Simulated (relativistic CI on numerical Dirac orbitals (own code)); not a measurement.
One change at a time: Ho¹⁶⁺

Base calculation: Dirac-Coulomb-Breit CI, separate exchange-only KLI orbitals for each configuration, model QED (radiative potential, 1s self-energy scaled to tabulated hydrogen-like ionisation energies), unscaled Slater integrals.

CI space (outside the closed core [Ar] 3d10 4p6 4d10): 4s²4f⁵, 4s²4f⁴5s, 4s²4f³5s², 4s²4f³5s5p, 4s²4f⁴5p, 4s²4f³5p², 4s²4f⁴6s, 4s4f⁶. Levels of other configurations are missing.

Variants: (1) configuration mixing switched off; (2) only the first 3 configurations. Shifts of the energy above 4s²4f⁵ ⁶H°5/2, in cm⁻¹, for the lowest level and the first level of each name with at least 55 % of one term (blank where a level changes its place among those of its configuration and J or its character, or is not in the variant):

```csv
Level,Base,Δ(1),Δ(2)
4s²4f⁵ ⁶H°5/2,0.0,0.0,0.0
4s²4f⁵ ⁶H°7/2,2926.8,-8.9,-5.8
4s²4f⁵ ⁶H°9/2,6170.2,-15.2,-9.9
4s²4f⁵ ⁶H°11/2,9553.4,-17.8,-11.7
4s²4f⁵ ⁶H°13/2,12963.2,-16.5,-11.1
4s²4f⁵ ⁶F°1/2,14105.1,-13.0,-7.9
4s²4f⁵ ⁶F°3/2,14497.9,-7.0,-4.2
4s²4f⁵ ⁶F°5/2,15545.4,-0.3,-0.1
4s²4f⁵ ⁶H°15/2,16296.8,-11.0,-7.8
4s²4f⁵ ⁶F°7/2,17934.7,-4.6,-3.0
4s²4f⁵ ⁶F°9/2,21153.0,-10.6,-6.9
4s²4f⁵ ⁶F°11/2,24776.9,-16.6,-10.4
4s²4f⁵ ⁴F°3/2,35803.4,+109.9,+64.5
4s²4f⁵ ⁴M°15/2,36659.8,-7.2,-13.0
4s²4f⁵ ⁴G°7/2,39291.8,+121.6,+66.1
4s²4f⁵ ⁴I°9/2,39671.8,+103.7,+48.8
4s²4f⁵ ⁴I°11/2,40386.1,+57.8,+25.4
4s²4f⁵ ⁴M°17/2,41627.5,-33.1,-28.0
4s²4f⁵ ⁴M°19/2,45486.2,-40.6,-32.5
4s²4f⁵ ⁴G°9/2,45775.6,+97.8,+53.6
4s²4f⁵ ⁴M°21/2,48311.0,-40.1,-32.0
4s²4f⁵ ⁴L°13/2,48493.1,+18.2,+6.7
```

At this charge energies of transitions that change n are usually good to better than 1 %, and those within a shell (Δn = 0) to a few per cent. Terms inside the open d or f shell come out 10 to 20 % too wide with unscaled integrals.

Ionisation energy from the two ground configurations alone: base 359.369 eV. The NIST ASD value (theoretical) is 373 eV. The gap of more than 2 % comes from missing correlation, or from a tabulated value that is itself an estimate.

LS names give the leading component of a level, which can be under half, so a name can repeat, a term be missing and a line seem to break the LS rules.
